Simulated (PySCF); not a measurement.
A search over the determinants of BiH⁺

Unrestricted PBE0; basis Bi cc-pVDZ-PP with ECP60, H cc-pVDZ; scalar-relativistic core potentials; PySCF 2.14. Outer shells of the fragments: Bi+ 5d10 6s2 6p2; H 1s1.

Followed along the bond (rough minima from three points):

```
2Ms+1   unpaired  ⟨S²⟩ at the start  R at minimum (Å)  Te (eV)
    2        π ↑               0.75              1.79     0.00
    4  σ ↑, π ↑↑               3.75  none in the scan   ≤ 1.92
```

Solutions found at the starting distance of 1.880 Å, counted from the lowest of them; the search is not exhaustive and high or unbound solutions are not listed, so other states can lie among these:

```json
{"2Ms+1": "2", "unpaired": "π ↑", "term": "²Π", "E (eV)": "0.00", "⟨S²⟩": "0.75", "⟨Lz²⟩": "1.00", "μ (D)": "-0.04"}
{"2Ms+1": "4", "unpaired": "σ ↑, π ↑↑", "term": "⁴Σ⁻", "E (eV)": "1.97", "⟨S²⟩": "3.75", "⟨Lz²⟩": "0.00", "μ (D)": "1.53"}
{"2Ms+1": "2", "unpaired": "σ ↓, π ↑↑", "term": "mixed", "E (eV)": "2.32", "⟨S²⟩": "1.76", "⟨Lz²⟩": "0.00", "μ (D)": "1.47"}
{"2Ms+1": "2", "unpaired": "σ ↑, π ↑↓", "term": "mixed", "E (eV)": "2.52", "⟨S²⟩": "1.76", "⟨Lz²⟩": "2.01", "μ (D)": "1.51"}
{"2Ms+1": "2", "unpaired": "σ ↑", "term": "mixed", "E (eV)": "3.51", "⟨S²⟩": "0.76", "⟨Lz²⟩": "2.00", "μ (D)": "1.52"}
{"2Ms+1": "4", "unpaired": "σ ↑↑, π ↑", "term": "⁴Π", "E (eV)": "5.33", "⟨S²⟩": "3.75", "⟨Lz²⟩": "1.00", "μ (D)": "0.93"}
{"2Ms+1": "2", "unpaired": "π ↑", "term": "²Π", "E (eV)": "9.24", "⟨S²⟩": "0.77", "⟨Lz²⟩": "1.00", "μ (D)": "3.43"}
```

A term symbol is given only where ⟨S²⟩ and ⟨Lz²⟩ are close to those of a pure state; real π, δ and φ orbitals otherwise mix terms. A positive dipole points towards H; it is taken about the centre of mass and depends on that origin.

Spin–orbit coupling is left out, which matters for elements this heavy, above all for dissociation energies. Counting both spins, an empty level lies below a filled one in some of these solutions, because spin and occupation are held.
